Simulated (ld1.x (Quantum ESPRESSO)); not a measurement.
**Pb: one change to a TM potential, before and after**

* Element: lead
* Generator: ld1.x (Quantum ESPRESSO) 7.5
* Type: norm-conserving Troullier–Martins (Kleinman–Bylander form)
* Functional: LDA (PZ)
* Relativity: scalar-relativistic
* Frozen core: [Xe] 4f14 5d10
* Valence charge: 4
* Reference configuration: 6s1 6p3
* Partial waves: 6s (bound): rc 1.75 bohr; 6p (bound): rc 2.10 bohr; 6d channel at 0.3 Ry: rc 1.90 bohr
* Local potential: the d channel
* Core correction: Bessel-smoothed model core inside 0.95 bohr

All-electron outer shells of the reference configuration (LDA (PZ), scalar-relativistic, ld1.x):

```csv
shell,level (eV),outermost node (bohr),outermost maximum (bohr)
5p,-87.76,0.49,0.88
5d,-22.97,0.52,1.07
6s,-13.44,1.01,1.95
6p,-4.41,1.18,2.57
```

Change: local potential the p channel.

Cutoffs: the cutoffs (Ry, on a coarse ladder) from which the occupation-weighted sum of valence levels, in a spherical-Bessel basis at the reference potential, stays within 10 and 1 mRy of its value at 400 Ry; they do not see the model core or the augmentation charge, which bear on the density cutoff. Errors are all-electron minus pseudo energies relative to the spin-unpolarised reference configuration.

**Question.** Predict the effect on cutoff, ghosts and configuration errors.

**Answer.** The potential gets softer (35 Ry and 50 Ry → 25 Ry and 50 Ry); the bound ghosts move from p, s to d; of the 9 tests that both files solve, the error grows in 0 and shrinks in 4 by more than 15 % and 0.3 meV (median size 34.5 → 27.4 meV); the range in which the s phases agree narrows (upper end 3.2 → 0.3); the range in which the p phases agree narrows (upper end at the end of the scan → 2.6). In the separable form a ghost depends on how the local part lies against the semilocal potential of the channel, so the choice of the local part can create or remove one.

```csv
quantity,base,changed
"cutoff, loose",35 Ry,25 Ry
"cutoff, tight",50 Ry,50 Ry
loose cutoff by channel (10 mRy a level),"s 30 Ry, p 12 Ry","s 21 Ry, p 6 Ry"
bound ghosts,"s, p",d
"error for 6s2 6p2, meV [ΔE -8.82 eV]",-35,-27
"error for 6s2 6p1, meV [ΔE -1.99 eV]",-16,-15
"error for 6s2 6p0, meV [ΔE 11.77 eV]",-50,-47
"error for 6s0 6p4, meV [ΔE 9.21 eV]",-36,-33
"error for 6s2 6p1.5, meV [ΔE -6.21 eV]",-23,-20
"error for 6s1 6p2, meV [ΔE 7.61 eV]",-17,-14
"error for 6s2 6p2.3, meV [ΔE -9.68 eV]",-40,-31
"error for 6s1 6p3 (spin-polarised), meV [ΔE -1.86 eV]",-25,-23
"error for 6s2 6p2 (spin-polarised), meV [ΔE -9.27 eV]",-38,-30
s: phases at 2.31 bohr within 0.05 rad from the reference energy up to (Ry; the scan ends near 5),3.2,0.3
p: phases at 2.31 bohr within 0.05 rad from the reference energy up to (Ry; the scan ends near 5),to the end of the scan,2.6
d: phases at 2.31 bohr within 0.05 rad from the reference energy up to (Ry; the scan ends near 5),0.7,2.7
```

 A true bound ghost makes a file unfit for plane-wave use even where its test errors are small: the radial tests pick states by their node count and pass the ghost by.
